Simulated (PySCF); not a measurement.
titanium atom (Ti), triplet. Base run: HF/aug-cc-pVDZ in PySCF.

Here is a job for PySCF.
```python
from pyscf import gto, scf

mol = gto.Mole()
mol.atom = '''
    Ti    0.00000000    0.00000000    0.00000000
'''
mol.basis = 'aug-cc-pvdz'
mol.spin = 2
mol.verbose = 3
mol.build()

mf = scf.UHF(mol)
mf.kernel()
mf.analyze()
```

Variants of this job, named by their change:

```
change                                           ΔE vs base (mEh)  fitting functions                outcome
-----------------------------------------------  ----------------  -----------------  ---------------------
base                                                        0.000                  -              converged
auxbasis = default (with mf = mf.density_fit())                 -                  -  stopped with an error
auxbasis = even-tempered beta=2.0                           0.001                517              converged
auxbasis = def2-universal-jkfit                             0.007                264              converged
auxbasis = def2-universal-jfit                             3782.4                 89              converged
auxbasis = even-tempered beta=3.0                           1.852                334              converged
auxbasis = cc-pvtz-ri                                           -                  -  stopped with an error
auxbasis = cc-pvdz-jkfit                                        -                  -  stopped with an error
auxbasis = even-tempered beta=1.6                           0.000                760              converged
auxbasis = def2-tzvp-ri                                   -3976.8                182              converged
```

A fitting set is made for a task (jfit for Coulomb, jkfit for Coulomb and exchange, ri for correlation) and for a family of orbital bases.

Open shells are given as the SCF converged; they aren't shown to be the lowest states, and a large step between rows can be another state.

- auxbasis = default (with mf = mf.density_fit()): ended with `pyscf.lib.exceptions.BasisNotFoundError: Basis set not found for Ti in aug-cc-pvdz-jkfit`
- auxbasis = cc-pvtz-ri: ended with `pyscf.lib.exceptions.BasisNotFoundError: Basis set not found for Ti in cc-pvtz-ri`
- auxbasis = cc-pvdz-jkfit: ended with `pyscf.lib.exceptions.BasisNotFoundError: Basis set not found for Ti in cc-pvdz-jkfit`
